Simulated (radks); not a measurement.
Excited configurations of neutral hafnium: one electron is placed in a higher orbital outside [Xe] 4f14 5d1 6s2. The ground configuration is [Xe] 4f14 5d2 6s2. Method: Dirac Kohn-Sham, PBEsol, spin-unpolarised, spherical densities, finite nucleus; open shells fill j = l - 1/2 first; Fermi nuclear charge, rms radius 5.347 fm; computed with a radial shooting solver on a logarithmic mesh with Libxc functionals. Excitation = E - E(ground); binding = E(ion) - E, where the ion is the core of charge +1; n* = 1/sqrt(2 binding) in atomic units, and the quantum defect is n - n*.

outer orbital,excitation (eV),binding (eV),n*,eigenvalue (eV)
5f5/2,5.828,0.912,3.862,-0.424
6p1/2,1.849,4.892,1.668,-2.503
6d3/2,5.182,1.559,2.954,-0.714
6f5/2,6.105,0.635,4.629,-0.360
7s1/2,4.301,2.439,2.362,-1.434
7p1/2,4.945,1.795,2.753,-1.018
7d3/2,5.764,0.976,3.733,-0.545

The Delta-SCF ionisation energy is 6.740 eV (NIST Atomic Spectra Database: 6.825 eV, measured). Self-interaction in the functional shifts the binding energies and quantum defects, so they are the method's values and not measured ones. Spin polarisation and multiplet splitting are left out, so open shells lie too high by an amount that depends on their filling.

Beside tabulated values, note that spin-unpolarised runs miss the spin-polarisation part of the exchange energy of open shells.
